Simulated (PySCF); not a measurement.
C4H2ClF, SMILES C#C/C(Cl)=C\F. Geometry: PBE-D3(BJ)/def2-SVP. The structure was generated by enumeration; whether it is a known compound was not checked.

Level of theory: PBE-D3(BJ)/def2-SVP run with PySCF 2.14.0.

Harmonic wavenumbers (cm⁻¹): 131, 234, 241, 274, 416, 489, 566, 606, 678, 760, 802, 1027, 1187, 1302, 1645, 2150, 3146, 3406. Rotational constants (GHz): 3.411, 2.365, 1.397; symmetry number 1.

Question: Work out the zero-point energy and the ideal-gas rigid-rotor harmonic-oscillator thermochemistry at 298.15 K and 1 atm.

Answer: ZPE = ½ Σ hcν = ½ × 19060 cm⁻¹ = 114.00 kJ/mol. H − E(el) = 132.73 kJ/mol. Entropy in J/(mol K): translation 166.73, rotation 116.09, vibration 48.65, total 331.47. G − E(el) = 33.90 kJ/mol. Cp = 96.19 J/(mol K). Modes under 150 cm⁻¹ make the vibrational entropy uncertain.
